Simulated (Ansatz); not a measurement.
SrO2⁻, relaxed as a doublet with UKS PBE0-D4/def2-TZVPD in Ansatz, starting from the GFN1-xTB geometry. Force threshold 0.02 eV/Å.

In the def2 sets Sr takes a core potential; there is no spin–orbit coupling. The structure holds 1 bond(s) between oxygen atoms. The highest occupied level of the charge -1 doublet lies above zero (up to 0.28 eV). By energy differences its removal costs 0.97 eV (vertical, to the charge 0 singlet, at PBE0-D4/def2-TZVPD); a positive level beside a positive removal energy at the same level points to self-interaction error. The relaxation made no stability test and no search for a lower SCF solution. Another isomer (doublet) lies 0.30 eV lower at PBE-D4/def2-TZVPD.

Start:

Cartesian coordinates in Å:
```
Sr 1.0922 0.6986 0.3137
O -0.5090 -0.0883 -0.8647
O -0.5832 -0.6103 0.5510
```

| step | energy (eV) | largest force component (eV/Å) | SCF passes |
| --- | --- | --- | --- |
| 1 | -4925.9181 | 0.484 | 22 |
| 2 | -4925.9283 | 0.279 | 24 |
| 3 | -4925.9304 | 0.018 | 23 |

Force components are those of the run's own axes.

End:

```
atom   x (Å)   y (Å)   z (Å)
 Sr1   1.106   0.708   0.318
  O2  -0.517  -0.098  -0.854
  O3  -0.589  -0.610   0.536
```

By distances, no bond broke or formed. The bond that changes most is O2–O3, from 1.51 to 1.48 Å (atoms count from 1).

No frequencies were taken in this run, so the end may be a saddle point.

Run time 2.9 s (4 threads of Arm Neoverse V2 on a shared host).
